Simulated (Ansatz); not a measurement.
Coupled-cluster diagnostics for Mn(SH)2 (MnH₂S₂), Ansatz.

Geometry of the sextet (PBE-D4/def2-TZVP):

```xyz
5

Mn   -0.177    0.401    0.025
S    -1.280   -0.034   -1.891
H    -0.190   -0.569   -2.500
S     0.980    0.712    1.934
H     0.667   -0.510    2.433
```

Correlated methods freeze 15 core orbitals; core or outer-core shells of Mn are correlated, in sets that lack core-valence functions.

(1) Estimate the CCSD(T) correlation energy, the shares of MP2 and (T), T1 and the reference's ⟨S²⟩ for: charge 0, sextet, own geometry in def2-TZVPP; charge 1, quintet, vertical in def2-TZVPP; and the rough time on 2 threads of Intel Xeon 6975P-C on a shared host.

Answers

(1) 
```csv
state,basis,correlation (eV),MP2 share (%),(T) share (%),T1,⟨S²⟩ (pure),wall time,remarks
"charge 0, sextet, own geometry",def2-TZVPP,-24.153,92.1,3.6,0.020,8.78 (8.75),2.2 min,–
"charge 1, quintet, vertical",def2-TZVPP,-23.163,91.2,3.5,0.026,7.02 (6.00),3.7 min,spin-contaminated
```
Customary marks for T1 are 0.02 (closed shells), 0.045 (open shells) and about 0.05 (3d metals). T1 exceeds 0.02 in 1 of 2 rows and 0.045 in 0; the higher it lies, the less the single-reference result can be trusted.
